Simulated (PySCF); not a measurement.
Sr₂O: from structure and modes to constants

These are results of UPBE0 in PySCF with O def2-TZVP, Sr def2-TZVP with ECP28; scalar-relativistic core potentials, no spin–orbit coupling; density-fitted integrals, not measurements.

The triplet minimum has D∞h symmetry. Masses (u): O 15.99492, Sr 87.90561.

```xyz
3
charge 0 multiplicity 3, angstrom
O     0.0000    0.0000    0.0000
Sr    0.0000    0.0000    2.1116
Sr    0.0000    0.0000   -2.1116
```

Harmonic wavenumbers (cm⁻¹): 81.9 (πu, ×2), 220.0 (σg+, ×1), 683.7 (σu+, ×1).

Q: What is the harmonic zero-point energy?

A: Half the sum of all 4 wavenumbers, 1067/2 = 534 cm⁻¹, which is 6.4 kJ/mol (1 cm⁻¹ = 0.0119627 kJ/mol).

Q: Find the vibrational entropy and heat capacity at 298.15 K.

A: With u = 1.43878 ω/T, each mode gives S = R[u/(eᵘ−1) − ln(1−e⁻ᵘ)] and C = R u² eᵘ/(eᵘ−1)².
| ω (cm⁻¹) | u | S (J/(mol K)) | C (J/(mol K)) |
| --- | --- | --- | --- |
| 81.9 (×2) | 0.395 | 16.08 | 8.21 |
| 220.0 | 1.062 | 8.20 | 7.58 |
| 683.7 | 3.299 | 1.36 | 3.60 |
The sums over all modes are S = 41.7 and C = 27.6 J/(mol K); the softest mode gives 39 % of the entropy (each member, where degenerate).

Q: Give the standard entropy (298.15 K, 1 bar) by its translational, rotational, vibrational and spin parts, and Cp.

A: Sackur–Tetrode with M = 191.81 u gives 174.4; rotation with symmetry number 2 gives 78.8; vibration 41.7; spin R ln 3 = 9.1. The total is 304.1 J/(mol K), and Cp = 7/2 R + 27.6 = 56.7 J/(mol K).

Q: Find the bond force constant k and the stretch–stretch coupling k′ of the valence force field.

A: For linear XMX, 4π²c²ω(σg)² = (k + k′)/mX and 4π²c²ω(σu)² = (k − k′)(1 + 2mX/mM)/mX. So k + k′ = 2.506 and k − k′ = 2.019 mdyn/Å, giving k = 2.263 and k′ = 0.244 mdyn/Å.

This need not be the most stable arrangement of these atoms.
